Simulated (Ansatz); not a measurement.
Born–Oppenheimer molecular dynamics of ClGaH₆N₂ (10 atoms, charge 0, multiplicity 1). It starts at the highest image of a converged band. Of that band: The profile has 3 maxima (images 2, 5, 7) with wells between them (images 3, 6): this band takes more than one step, which may be the mechanism or a detour left from its start path. Neighbouring images differ by up to 1.5 eV, so the band resolves the path poorly. A vibrational analysis at the climbing image gives one clearly imaginary mode, 1045i cm⁻¹: a first-order saddle point.

These are results of RKS BHLYP-D4/def2-SVP in Ansatz 0.2.0, not measurements.

| Property | Result |
| --- | --- |
| ensemble | NVE (velocity Verlet) |
| time step | 0.5 fs |
| steps asked | 200 |
| starting velocities drawn for | 100 K |
| seed | 2880 |

First frame:

```xyz
10
Properties=species:S:1:pos:R:3
Ga 0.015 0.499 -0.271
Cl -0.045 -0.248 2.198
N 1.594 0.229 -1.111
H 1.791 -0.665 -1.530
H 2.436 0.628 -0.731
N -1.647 0.160 -0.888
H -2.389 -0.094 -0.259
H -1.793 -0.228 -1.804
H 0.126 1.859 0.751
H 0.066 1.141 1.538
```

(1) How far do the bonds stretch over the last three quarters of this one trajectory? (Pairs bonded in most of those frames.)

Answers

(1) 
| bond | mean (Å) | spread (Å) | shortest | longest |
| --- | --- | --- | --- | --- |
| Ga1–N3 | 1.823 | 0.011 | 1.80 | 1.84 |
| Ga1–N6 | 1.832 | 0.017 | 1.80 | 1.86 |
| Ga1–H9 | 1.566 | 0.038 | 1.50 | 1.64 |
| Cl2–H10 | 1.294 | 0.050 | 1.22 | 1.38 |
| N3–H4 | 1.005 | 0.008 | 0.99 | 1.02 |
| N3–H5 | 1.006 | 0.011 | 0.99 | 1.02 |
| N6–H7 | 1.008 | 0.012 | 0.99 | 1.03 |
| N6–H8 | 1.008 | 0.016 | 0.98 | 1.03 |

Pairs bonded in part of these frames only: Ga1–Cl2 26 %.

Mean temperature of the second half: 560 K. The conserved energy stayed within 0.15 meV per atom of its start (net change -0.05 meV per atom), so the integration is sound. The kinetic energy rose, since the run started high on the potential surface and went downhill. It ends in pieces (ClH + GaH5N2), so much of that is their flight and rotation, not heat. A run of 0.1 ps of so small a system gives no equilibrium averages. The orbitals stay closed-shell, which can raise the energy where a bond breaks towards radicals; this wasn't checked here.

The run took 11 min on 2 threads of Arm Neoverse V1 (shared host), peak memory 0.26 GiB.
